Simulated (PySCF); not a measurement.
## Does the structure fit the spectrum?

A compound C₃H₈O₃Si gives the data below (simulated from a calculation) and was assigned the structure `CO[SiH](C=O)OC`.

$^{13}$C{$^{1}$H} NMR (computed): δ 213.1 (CH), 70.6 (CH2), 51.2 (CH3).

$^{1}$H NMR (300 MHz, computed): δ 10.27 (t, 1H), 4.90 (s, 2H), 4.36 (d, 2H), 3.88 (s, 3H).

Isolated molecule, relativity neglected, one conformer, equivalent nuclei averaged. Geometry from GFN2-xTB; shielding tensors at PBE0/pcSseg-1 (GIAO); PySCF 2.14.

Scale: $^{1}$H and $^{13}$C against TMS (reference shieldings calculated alike).

Problem. Compare with the shifts computed for the proposed structure, pairing carbons in order of shift.

Solution. Mapped SMILES: `[CH3:1][O:2][SiH:3]([CH:4]=[O:5])[O:6][CH3:7]`. Each H is labelled by its parent atom.

```json
{"atom": "C4", "computed for proposal": "252.9", "given list": "213.1", "difference": "+39.8"}
{"atom": "C1", "computed for proposal": "52.7", "given list": "70.6", "difference": "-17.9"}
{"atom": "C7", "computed for proposal": "52.7", "given list": "51.2", "difference": "+1.5"}
```

The rms difference is 25.2 ppm and the largest +39.8 ppm at C4 (carbonyl carbon). The proposal also would give 2 carbon signals, not 3. The carbon types in order of shift don't match either: CH, CH3, CH3 for the proposal against CH, CH2, CH3 in the data. The proposal doesn't fit.

Problem. Which isomer fits?

Solution. SMILES CO[SiH2]OCC=O.

Carbon types of the structure: 1 × CH, 1 × CH2, 1 × CH3, leaving 2 H on heteroatoms. δC 213.1: aldehyde carbonyl carbon; low-lying n→π* states of the double bond to the heteroatom give a large paramagnetic term (-276 ppm). δC 70.6: sp3 CH2 bonded to O, α to a carbonyl; pulled downfield by the heteroatom. δH 10.27: hydrogen on an aldehyde carbonyl carbon; the formyl region, downfield of aromatic protons. δH 3.88: hydrogen on a methyl carbon bonded to O; its carbon carries O, which withdraws density.

The shifts were computed for this structure.

Shifts are as computed. Against solution values, carbons near 30 ppm lie about +3 ppm off and those near 130 ppm about +5 ppm. Of 1211 compounds with measured shifts, 218 miss one by over three times the rms of a fit or turn the order of signals round; such compounds aren't used in these exercises. Multiplicities follow the n + 1 count of equivalent neighbours, as no J values were calculated; m marks all less simple cases, F and P coupling included.
